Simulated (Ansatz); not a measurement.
The same hydrogen abstraction along the group B, Al, Ga, In.

Calculated with Ansatz (gas phase, PBE0-D4/def2-TZVP geometries, no zero-point term in ΔE). CCSD(T)/CBS is the MP2 limit (def2-TZVPP, def2-QZVPP) plus CCSD(T) − MP2 in def2-TZVPP, frozen cores. This one scheme is used for every species, atoms too. DFT in def2-TZVPP. Open shells (•) are unrestricted, without spin–orbit coupling. def2 core potentials past Kr. For Ga, In outer-core shells are correlated without core-valence functions, so the limit isn't a true one: a few kJ/mol of doubt a bond, and 10 to 20 or more in all where bonds break to atoms. Scalar relativity is left out up to krypton. Each species was taken in one conformer, which may not be the lowest.

| reaction | revPBE-D4 (eV) | B2PLYP (eV) | ωB97M-V (eV) |
| --- | --- | --- | --- |
| `NBO` + H• → `N[B]O`• + H₂ | -0.02 | 0.09 | 0.19 |
| `[NH2][AlH][OH]` + H• → `[NH2][Al][OH]`• + H₂ | -1.00 | -0.86 | -0.72 |
| `[NH2][GaH][OH]` + H• → `[NH2][Ga][OH]`• + H₂ | -1.07 | -0.97 | -0.91 |
| `[NH2][InH][OH]` + H• → `[NH2][In][OH]`• + H₂ | -1.78 | -1.64 | -1.51 |

(1) Give the CCSD(T)/CBS values in the same order. (Estimate.)

Largest T1 diagnostic: 0.021, for `[NH2][In][OH]`•.

Results:

(1) Computed: 0.11, -0.83, -0.85, -1.53 eV.
